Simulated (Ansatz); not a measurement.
C₂H₉OPSi (SMILES C[Si](C)(O)P), singlet, at a GFN2-xTB geometry; MP2/STO-3G in Ansatz (a program for electronic structure).

Ansatz was given this input:
Ansatz 0.2 input:
```yaml
crystal:
  periodic: [false, false, false]
  atoms:
    - {symbol: C, position_ang: [-1.14429064, -0.94340495, -1.44373883]}
    - {symbol: Si, position_ang: [-0.33280210, 0.11967361, -0.07417998]}
    - {symbol: C, position_ang: [-0.21737733, 1.92539294, -0.67770685]}
    - {symbol: O, position_ang: [-1.17928710, 0.00407345, 1.31986036]}
    - {symbol: P, position_ang: [1.68458708, -0.58245958, 0.62831295]}
    - {symbol: H, position_ang: [-0.52354234, -0.98658888, -2.33290958]}
    - {symbol: H, position_ang: [-1.30009835, -1.96290362, -1.10193438]}
    - {symbol: H, position_ang: [-2.11044678, -0.54338914, -1.73900972]}
    - {symbol: H, position_ang: [0.41283984, 2.01219574, -1.55649319]}
    - {symbol: H, position_ang: [0.20779395, 2.55988061, 0.09424573]}
    - {symbol: H, position_ang: [-1.19477842, 2.32404433, -0.93398847]}
    - {symbol: H, position_ang: [-2.08272039, 0.30315041, 1.38637998]}
    - {symbol: H, position_ang: [1.35296001, -1.92583205, 0.60964929]}
    - {symbol: H, position_ang: [2.23272018, -0.64360954, -0.64232318]}
basis:
  gaussian:
    orbitals: STO-3G
magnetization: {spin_polarized: false}
correlation: {method: mp2}
```

Output, abridged:

```
Functional definition: HF
531 factors; integrals over basis functions are off by at most 3.9e-5 eV
mean field evaluation 1: about -21126.8347 eV, gradient 2.2e1 eV
mean field evaluation 2: about -21126.9806 eV, gradient 2.2e1 eV
mean field evaluation 4: about -21128.7394 eV, gradient 1.3e0 eV
mean field evaluation 8: about -21128.7464 eV, gradient 8.6e-6 eV
mean field -21128.74644633 eV, -776.4671103241 hartree, gradient 2.2e-6 eV, S^2 0.000000; 0 other end points of the search recorded, 0 dependent functions left out
13 core orbitals not correlated
reference -21128.74644633 eV, -776.4671103241 hartree; 16, 16 occupied and 13, 13 virtual orbitals, 531 factors
second order -5.63756715 eV of doubles, -0.00000000 eV of singles
Total energy: -21134.38401348 eV, -776.6742870955 hartree
```
